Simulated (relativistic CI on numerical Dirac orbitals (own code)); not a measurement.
**Magnetism of Er²⁺, 4f12, in a crystal field**

Calculated by Dirac-Coulomb-Breit CI, KLI orbitals optimised for each configuration, model QED (radiative potential, 1s self-energy scaled to tabulated hydrogen-like ionisation energies), valence Slater integrals scaled by 0.7, one configuration in a parametric crystal field (own radial code).

Field parameters in Wybourne normalisation; cubic f-shell fields have B⁴₄ = √(5/14) B⁴₀ and B⁶₄ = −√(7/2) B⁶₀. The field is a parameter set, without covalency.

S is read from ⟨S²⟩ = S(S + 1).

Powder χT (cm³ K mol⁻¹) by Van Vleck's formula, with temperature-independent terms:

| Field | 2 K | 5 K | 10 K | 20 K | 50 K | 100 K | 200 K | 300 K |
| --- | --- | --- | --- | --- | --- | --- | --- | --- |
| D3d, B20 = -710, B40 = -430, B43 = -1130, B60 = -190, B63 = 80, B66 = 200 cm⁻¹ | 3.01 | 4.84 | 5.44 | 5.75 | 6.19 | 6.56 | 6.86 | 6.99 |
| D3d, B20 = -290, B40 = 620, B43 = -750, B60 = 320, B63 = -60, B66 = 450 cm⁻¹ | 1.21 | 2.77 | 4.08 | 5.22 | 6.17 | 6.61 | 6.92 | 7.03 |
| D4h, B20 = 210, B40 = 570, B44 = -720, B60 = -190, B64 = -90 cm⁻¹ | 1.13 | 2.74 | 4.41 | 5.52 | 6.32 | 6.73 | 6.99 | 7.07 |
| D4h, B20 = 860, B40 = 170, B44 = -190, B60 = -50, B64 = 350 cm⁻¹ | 1.66 | 3.79 | 5.26 | 6.01 | 6.59 | 6.87 | 7.03 | 7.08 |
| Oh, B40 = 360, B60 = 240 cm⁻¹ | 0.637 | 1.61 | 3.34 | 5.32 | 6.41 | 6.82 | 7.03 | 7.09 |
| Oh, B40 = -1150, B60 = -420 cm⁻¹ | 5.44 | 5.6 | 5.64 | 5.71 | 5.91 | 6.24 | 6.7 | 6.91 |

(1) For D4h, B20 = 210, B40 = 570, B44 = -720, B60 = -190, B64 = -90 cm⁻¹: what effective moment follows at 300 K?

Results:

(1) μ_eff = √(8χT) = 7.52 μB. The LS value g√(J(J + 1)) of the free ion's ³H6 level is 7.56 μB.
